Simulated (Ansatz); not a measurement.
The cluster Si₁₂. Total charge 0; triplet. Geometry PBE0-D4/def2-SVP, that of the charge -1 doublet; atoms count from 1.

```
atom   x (Å)   y (Å)   z (Å)
 Si1   2.203  -2.519  -0.773
 Si2  -0.596  -0.220   2.764
 Si3  -1.733  -2.143   1.351
 Si4   2.352   1.999  -0.169
 Si5   0.285  -2.041   0.208
 Si6   1.632  -0.291  -0.861
 Si7  -0.687   0.540  -1.117
 Si8  -2.577  -0.868  -0.807
 Si9   1.136   1.603  -2.397
Si10   0.472   0.913   0.972
Si11  -2.438   0.186   1.318
Si12  -0.049   2.842  -0.490
```

At PBE0-D4/def2-SVP a singlet of charge 0 lies 0.23 eV below the triplet at the same geometry. The structure comes from a short search, and lower isomers may exist.

Estimate the Mulliken populations from the PBE0/def2-SVP orbitals of Ansatz.


| atom | charge (e) | spin (α − β) |
| --- | --- | --- |
| Si1 | 0.14 | 0.56 |
| Si2 | 0.11 | 0.12 |
| Si3 | -0.03 | 0.12 |
| Si4 | 0.13 | 0.10 |
| Si5 | -0.04 | 0.15 |
| Si6 | -0.16 | 0.01 |
| Si7 | -0.24 | 0.05 |
| Si8 | 0.11 | 0.11 |
| Si9 | 0.13 | 0.10 |
| Si10 | -0.25 | 0.05 |
| Si11 | -0.01 | 0.50 |
| Si12 | 0.12 | 0.13 |
Mulliken values and Mayer orders depend strongly on the basis.

Where does the spin sit?

Summed by element: Si 2.00, of 2 unpaired in all. Largest on single atoms: Si1 0.56, Si11 0.50, Si5 0.15.

And the Mayer bond orders between bonded heavy atoms (over 0.3)?

Si1–Si5 1.10 (2.21 Å); Si1–Si6 0.85 (2.30 Å); Si2–Si3 0.44 (2.64 Å); Si2–Si10 0.76 (2.37 Å); Si2–Si11 0.74 (2.38 Å); Si3–Si5 0.92 (2.32 Å); Si3–Si8 0.44 (2.65 Å); Si3–Si11 0.60 (2.43 Å); Si4–Si6 0.48 (2.50 Å); Si4–Si9 0.51 (2.57 Å); Si4–Si10 0.51 (2.45 Å); Si4–Si12 0.49 (2.56 Å); Si5–Si6 0.41 (2.45 Å); Si6–Si7 0.48 (2.48 Å); Si6–Si9 0.49 (2.49 Å); Si6–Si10 0.47 (2.48 Å); Si7–Si8 0.76 (2.38 Å); Si7–Si9 0.50 (2.47 Å); Si7–Si10 0.55 (2.42 Å); Si7–Si12 0.50 (2.47 Å); Si8–Si11 0.75 (2.38 Å); Si9–Si12 0.49 (2.56 Å); Si10–Si12 0.49 (2.48 Å).
